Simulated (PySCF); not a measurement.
BeF, doublet, geometry from GFN2-xTB (such geometries of metal compounds can be far from the true shape) (the spin is typed, not shown lowest). Base run: PBE0/def2-SVP (PySCF).

The PySCF input:
```python
from pyscf import gto, scf, dft

mol = gto.M(
    atom='''
Be   -0.00000000   -0.00000000   -0.96726424
F     0.00000000    0.00000000    0.42989522
''',
    basis='def2-svp',
    spin=1,
    verbose=4,
)

mf = dft.UKS(mol)
mf.xc = 'pbe0'
mf.kernel()
```

Each row names what was changed in the base input (with any setting that the change needs).

| change | ΔE vs base (mEh) | fitting functions | dipole (D) | outcome |
|---|---|---|---|---|
| base | 0.000 | - | 1.24 | converged |
| auxbasis = cc-pvdz-jkfit | - | - | - | input refused |
| auxbasis = def2-tzvp-ri | -0.032 | 125 | 1.24 | converged |
| auxbasis = cc-pvqz-jkfit | - | - | - | input refused |
| exchange = seminumerical (SGX) (with mf = sgx.sgx_fit(mf, auxbasis='def2-universal-jfit'); with mf.with_df.dfj = True) | -0.054 | 98 | 1.24 | converged |
| auxbasis = default (with mf = mf.density_fit()) | 0.004 | 128 | 1.24 | converged |
| auxbasis = def2-svp-ri | -91.925 | 75 | 1.20 | converged |
| auxbasis = cc-pvtz-ri | -0.046 | 162 | 1.24 | converged |
| auxbasis = even-tempered beta=3.0 | -0.104 | 135 | 1.24 | converged |
| auxbasis = even-tempered beta=2.0 | -0.091 | 195 | 1.24 | converged |

A fitting set is made for a task (jfit for Coulomb, jkfit for Coulomb and exchange, ri for correlation) and for a family of orbital bases.

Open shells are given as the SCF converged; they aren't shown to be the lowest states, and a large step between rows can be another state.

- auxbasis = cc-pvdz-jkfit: ended with `pyscf.lib.exceptions.BasisNotFoundError: Basis set not found for Be in cc-pvdz-jkfit`
- auxbasis = cc-pvqz-jkfit: ended with `pyscf.lib.exceptions.BasisNotFoundError: Basis set not found for Be in cc-pvqz-jkfit`
